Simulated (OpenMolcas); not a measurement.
A run on Co3+ with its 6 nearest fluoride ions at 2.143 Å, on the Y site of Cs2NaYF6 (a = 9.075 Å, distance in the model lattice 2.178 Å). The rest of the host is ab initio model potentials to 7.6 Å, with orthogonalisation functions on the cations behind the ligands, and point charges beyond; the distance is set by hand and nothing relaxes. Ligand basis ANO-RCC-VDZP.

```
Program             : OpenMolcas 26.06
Method              : SS-CASPT2, IPEA 0.25 Eh, imaginary shift 0.1 Eh (closed shells correlated: 3s 3p and the ligand valence shells)
Basis               : ANO-RCC-VDZP [5s4p2d1f]
Scalar Hamiltonian  : DKH2, point nucleus
Active space        : 6 electrons in 5 orbitals (3d)
State averaging     : 2S+1 = 5 even, 5 roots; 2S+1 = 3 even, 45 roots; 2S+1 = 1 even, 50 roots
Spin-orbit coupling : state interaction with AMFI integrals over the reference wave functions
```

First CASPT2 step and the start of its output:

```
&CASPT2
Multistate=5 1 2 3 4 5
NoMult
Frozen=5 6
IPEA=0.25
Imaginary=0.1
MaxIter=60
WThr=0.0 0.3 0.05
PrWF=0.5
NoMix
```

```
--- CASPT2 ---
Orbital specifications:
      -----------------------

      Symmetry species                           1   2
                                                ag  au
      Frozen orbitals                            5   6
      Inactive orbitals                         13  15
      Active orbitals                            5   0
      Secondary orbitals                        46  52
      Deleted orbitals                           0   0
      Number of basis functions                 69  73
Type of calculation                        SS-CASPT2
      Fock operator                              state-specific
      IPEA shift                                 0.25
      Real shift                                 0.00
      Imaginary shift                            0.10
      The input orbitals will be transformed to quasi-canonical
Reference energy:       -1990.2053042255
      E2 (Non-variational):      -1.6529391191
      Shift correction:          -0.0015122465
      E2 (Variational):          -1.6544513656
      Total energy:           -1991.8597555911
      Residual norm:              0.0000007078
      Reference weight:           0.71597
      Contributions to the CASPT2 correlation energy
      Active & Virtual Only:         -0.1014795660
      One Inactive Excited:          -0.2171564075
      Two Inactive Excited:          -1.3343031456
Reference energy:       -1990.2053042254
      E2 (Non-variational):      -1.6529391035
      Shift correction:          -0.0015122494
      E2 (Variational):          -1.6544513529
      Total energy:           -1991.8597555783
      Residual norm:              0.0000007079
      Reference weight:           0.71597
      Contributions to the CASPT2 correlation energy
      Active & Virtual Only:         -0.1014793791
...
```

Over all roots the printed reference weights run from 0.13 to 0.72, and roots that are degenerate in the reference spread by up to 68000 cm-1.

Problem. Did the run give usable levels, and if not, why?

Solution. No. The equations converged, but the reference weight falls to 0.13 for at least one root against 0.72 for the best. A drop of that size marks an intruder state, so the energies of such roots and the levels built on them can't be trusted.
